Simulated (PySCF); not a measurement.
Predicted microwave data (CAM-B3LYP/def2-SVPD in PySCF (dipole) on a GFN2-xTB geometry, gas phase) for one isomer of C4H6F2OSi:

| Item | Value |
| --- | --- |
| Rotational constants | A = 3678, B = 715.7, C = 616.0 MHz |
| Dipole components | \|μa\| = 2.55 D, \|μb\| = 0.83 D, \|μc\| = 0.03 D |
| Inertial defect | -23.23 u·Å² |
| κ | -0.93 |

Task: Which candidate fits, each taken in the one conformer that was computed?
A. `[CH:1]#[C:2][SiH2:3][O:4][CH2:5][CH:6]([F:7])[F:8]` with C2–Si3–O4–C5 -59°, Si3–O4–C5–C6 -176°, O4–C5–C6–F7 80°
B. `[F:1][C:2]([F:3])=[C:4]1[CH2:5][CH2:6][O:7][SiH2:8]1` with C2–C4–C5–C6 -158°, C4–C5–C6–O7 -30°, C5–C6–O7–Si8 26°, C6–O7–Si8–C4 -11°
C. `[O:1]=[CH:2]/[C:3]([SiH3:4])=[CH:5]\[CH:6]([F:7])[F:8]` with O1–C2–C3–Si4 0°, C3–C5–C6–F7 -59°

Result: A. It is C#C[SiH2]OCC(F)F, a near-prolate asymmetric top, point group C1. The candidates at the same level (rigid rotor, commonest isotopes):

```
               SMILES  A (MHz)  B (MHz)  C (MHz)  μa (D)  μb (D)  μc (D)  Δ (u·Å²)  point group                        rotor
     C#C[SiH2]OCC(F)F     3678    715.7    616.0    2.55    0.83    0.03    -23.23           C1  near-prolate asymmetric top
   FC(F)=C1CCO[SiH2]1     3183     1205    900.3    0.77    0.91    0.00    -16.88           C1               asymmetric top
O=C/C([SiH3])=C\C(F)F     2916    985.0    855.2    1.10    3.38    0.00    -95.41           Cs               asymmetric top
```

`O=C/C([SiH3])=C\C(F)F` has C 39 % too high; `FC(F)=C1CCO[SiH2]1` has B 68 % too high. No structure here is proved a minimum.
